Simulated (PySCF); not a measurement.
Harmonic spectrum computed at PBE0 in the def2-TZVP basis family (core potentials from Rb on, PySCF, no spin–orbit coupling):

```tsv
ω (cm⁻¹)	IR (km/mol)
344	0.0
418	0.0
495	177
769	267
823	25.9
886	259
895	73.0
3905	0.5
3906	231
```

**Question.** Which molecule gave it? In each, all ligands are bound to the one heavy central atom.
A. Se(OH)₂ (singlet)
B. P(OH)₂ (doublet)
C. Al(OH)₂ (doublet)
D. Mg(OH)₂ (singlet)
E. Si(OH)₂ (singlet)

**Answer.** E. It has C2v symmetry with O–H 0.960 Å (×2), Si–O 1.649 Å (×2).
